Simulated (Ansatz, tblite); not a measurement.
Isomers of Al4As4 (singlet), found by a short tight-binding search and relaxed with PBE0-D4/def2-SVP in Ansatz.

The xTB rows come from tblite. Correlated methods freeze 56 core orbitals; core or outer-core shells of As are correlated, in sets that lack core-valence functions.

Run but left out: HF/def2-SVP (A: restricted singlet, unstable towards broken spin symmetry).

A: The restricted singlet is unstable towards broken spin symmetry in Hartree–Fock (as tested in another run); at PBE-D4/def2-TZVP, r2SCAN-D4/def2-TZVP, PBE0-D4/def2-TZVP this wasn't settled. At MP2/def2-SVP the restricted singlet (for correlated methods, its reference) is unstable: a solution with broken spin symmetry lies lower.

Other spin states weren't relaxed.

A:

| atom | x (Å) | y (Å) | z (Å) |
| --- | --- | --- | --- |
| Al1 | 1.815 | 1.357 | -1.863 |
| Al2 | 0.318 | -1.210 | -0.712 |
| Al3 | -0.929 | 1.117 | -0.336 |
| Al4 | -0.427 | -0.859 | 1.810 |
| As5 | -0.491 | 0.240 | -2.532 |
| As6 | -0.450 | -2.918 | 0.704 |
| As7 | 1.256 | 0.838 | 0.889 |
| As8 | -1.092 | 1.436 | 2.041 |

B:

```xyz
8

Al    0.960   -0.458    1.752
Al   -1.160   -1.678    0.197
Al    1.160    1.678   -0.197
Al   -0.960    0.458   -1.752
As    2.830    0.669    1.024
As   -0.507    2.690   -1.418
As   -0.909   -1.586    2.483
As   -1.414   -1.773   -2.089
```

Q: Estimate which lies lowest at each level, and how far above it the others are (eV).

A: 
```json
{"level": "GFN1-xTB", "A": "0.00", "B": "0.02"}
{"level": "GFN2-xTB", "A": "2.85", "B": "0.00"}
{"level": "PBE-D4/def2-TZVP", "A": "0.25", "B": "0.00"}
{"level": "r2SCAN-D4/def2-TZVP", "A": "0.68", "B": "0.00"}
{"level": "PBE0-D4/def2-TZVP", "A": "0.37", "B": "0.00"}
{"level": "MP2/def2-SVP", "A": "0.73", "B": "0.00"}
```
Point groups (tolerance 0.1 Å): A not assigned, B D2d. Lower isomers may exist.
